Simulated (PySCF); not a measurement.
1-Chloroborepin: full NMR table

* Formula: C6H6BCl
* SMILES: ClB1C=CC=CC=C1
* InChI: InChI=1S/C6H6BCl/c8-7-5-3-1-2-4-6-7/h1-6H
* Point group of the computed structure: C2v
* Carbon signals: 3
* Proton signals: 3

Atom-mapped SMILES (the numbers label the heavy atoms): `[Cl:1][B:2]1[CH:3]=[CH:4][CH:5]=[CH:6][CH:7]=[CH:8]1`. Each H is labelled by its parent atom.

How the numbers were obtained: geometry from PBE0-D3(BJ)/def2-TZVP, σ from GIAO-B97-2/pcSseg-2, in PySCF 2.14 (one conformer, averaged over atoms made equivalent by symmetry, fast rotation or ring inversion, no relativistic terms, isolated molecule).

Scale: TMS for ¹H, ¹³C; BF3·OEt2 for ¹¹B (reference shieldings calculated alike).

| carbon | δC, type | δH (multiplicity) | HMBC from (2–3 bonds) | span of the C tensor (ppm) |
| --- | --- | --- | --- | --- |
| C3/C8 | 160.5, CH | 8.10 (m) | H(C3)/H(C8), H(C4)/H(C7), H(C5)/H(C6) | 263 |
| C4/C7 | 154.2, CH | 8.09 (m) | H(C3)/H(C8), H(C5)/H(C6) | 252 |
| C5/C6 | 143.3, CH | 7.52 (m) | H(C3)/H(C8), H(C4)/H(C7), H(C5)/H(C6) | 228 |

Other nuclei:
| atoms | nucleus | environment | δ (ppm) | σ (ppm) |
| --- | --- | --- | --- | --- |
| B2 | ¹¹B | boron bonded to 2 C, Cl, in a 7-membered ring | 46.5 | 53.2 |

1. δC 160.5, 154.2, 143.3: alkene CH; an sp2 carbon of a C=C bond.
2. δH 8.10, 8.09, 7.52: hydrogen on an alkene CH.

A carbon bonded to boron is broadened by the quadrupolar boron nucleus and is often missing from a measured spectrum. Shifts are as computed. Against solution values, carbons near 30 ppm lie about +3 ppm off and those near 130 ppm about +7 ppm. Of 1211 compounds with measured shifts, 218 miss one by over three times the rms of a fit or turn the order of signals round; such compounds aren't used in these exercises. Multiplicities follow the n + 1 count of equivalent neighbours, as no J values were calculated; m marks all less simple cases, F and P coupling included.
